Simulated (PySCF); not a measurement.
Species: C9H9 (doublet state).
Numbering: `[cH:1]1[cH:2][cH:3][c:4]([C:5]2[CH2:6][CH2:7]2)[cH:8][cH:9]1` (hydrogens: H10 on C1; H11 on C2; H12 on C3; H13, H14 on C6; H15, H16 on C7; H17 on C8; H18 on C9)

Geometry (GFN2-xTB, Å), atoms numbered from 1 in this order:
```
atom  x, y, z in Å
C1     2.8104   -0.0089   -0.1172
C2     2.1282   -1.1762   -0.4536
C3     0.7610   -1.1838   -0.5536
C4     0.0096    0.0010   -0.3077
C5    -1.3551    0.0056   -0.3900
C6    -2.5909   -0.7290   -0.6294
C7    -2.6043    0.7443   -0.2554
C8     0.7302    1.1820    0.0318
C9     2.0979    1.1644    0.1209
H10    3.8872   -0.0138   -0.0417
H11    2.6858   -2.0835   -0.6378
H12    0.2281   -2.0848   -0.8189
H13   -2.9253   -1.4536    0.1032
H14   -2.8527   -1.0052   -1.6438
H15   -2.8763    1.4666   -1.0157
H16   -2.9455    1.0249    0.7340
H17    0.1724    2.0877    0.2187
H18    2.6307    2.0687    0.3798
```

The hyperfine couplings belong to this conformer and change with its torsions.

The calculation used UKS B3LYP, pcH-1 on C H, non-relativistic, mean-field spin-orbit, GIAO in PySCF 2.14.0. Geometry: GFN2-xTB, one conformer, isolated molecule. The geometry wasn't refined by DFT: couplings that depend on bond lengths, twists or pyramidal angles can differ widely from those at the functional's own minimum. No stability test was run, so a lower SCF solution isn't excluded. ⟨S²⟩ is 0.779 where a pure state has 0.75.

(1) What is the g tensor, term by term?

(2) How much does each term add to the isotropic shift?

(3) At 94.304 GHz, how far is the centre of the isotropic spectrum from where a free electron (g = 2.002319) resonates?

(4) In a frozen sample, at which fields do the three g values resonate at 9.5, 34, 94 and 263 GHz (hyperfine left aside), and which band first spreads them over more than twice a line width of 0.3 mT?

Answers

(1) 
```csv
Δg (ppm),1,2,3
relativistic mass correction,-144,-144,-144
gauge correction,-2,30,34
orbital Zeeman/spin–orbit,-6,588,665
total,-152,474,555
```

So g = 2.00217, 2.00279, 2.00287 and g_iso = 2.00261; the tensor is close to axial: the two nearest values differ by 11 % of g3 − g1. Axes: g3 points within 1° of the C1–H10 bond.

(2) The orbital-Zeeman/spin–orbit term 416, the mass correction -144 and the gauge correction 20 ppm, for a total of 292 ppm. The orbital-Zeeman/spin–orbit term is the largest in size. The mass correction is the same along every axis, so the anisotropy comes from the other two: their spans along these axes are 36 (gauge) and 671 ppm (orbital Zeeman/spin–orbit).

(3) B = hν/(g μB) with μB/h = 13.99624 MHz/mT gives 3365.00 mT for the free electron and 3364.51 mT at g_iso, 0.49 mT lower.

(4) 
```tsv
band	GHz	B(g3) mT	B(g2) mT	B(g1) mT	spread mT
X	9.5	338.89	338.90	339.01	0.12
Q	34.0	1212.87	1212.92	1213.30	0.43
W	94.0	3353.22	3353.36	3354.41	1.18
J	263.0	9381.90	9382.27	9385.21	3.31
```

The spread grows in proportion to the frequency. W band is the first where it exceeds 0.6 mT.

Largest spin populations (Mulliken): C5 (+0.65), C1 (+0.30), C3 (+0.25) and C8 (+0.25). Four atoms exceed +0.15. The positive populations add up to 1.57 and the negative ones to -0.57, together 2S = 1. The angles at C5 add up to 360.0°, so it is planar.

The HOMO–LUMO gaps are 4.51 eV among the α and 4.69 eV among the β orbitals.

Hardware: one thread, Arm Neoverse V2 (aarch64), shared host with 96 logical CPUs at a one-minute load of 54. Cost: 1.9 min wall (grids of density and orbitals included), 0.98 GiB resident at most.
